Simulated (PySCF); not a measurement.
HSZn, SMILES [SH][Zn+], charge +1.

Geometry: PBE0-D3(BJ)/def2-TZVP. The spin state was assumed, not searched. The isomer is the one that the SMILES or the coordinates give; other isomers of the formula were not compared.

Computed with IEF-PCM-M06-2X/def2-TZVPD in PySCF.

The values are the electrostatic part of the solvation free energy, E(continuum) − E(gas) at the gas-phase geometry, in a cavity of scaled van der Waals radii (PySCF's table); cavitation and dispersion terms are not included. A continuum can't describe solvent molecules that bind to the metal. In vacuum the orbital gap is 4.85 eV.

### Question
Estimate the values in water (ε = 78.36), diethylether (ε = 4.24), ethanol (ε = 24.85). (An estimate is asked for; the answer gives what the named calculation found.)

### Answer

| solvent | ε | ΔG(elec) (kcal/mol) | gap (eV) |
|---|---|---|---|
| water | 78.36 | -113.6 | 6.87 |
| diethylether | 4.24 | -82.5 | 6.11 |
| ethanol | 24.85 | -109.5 | 6.76 |
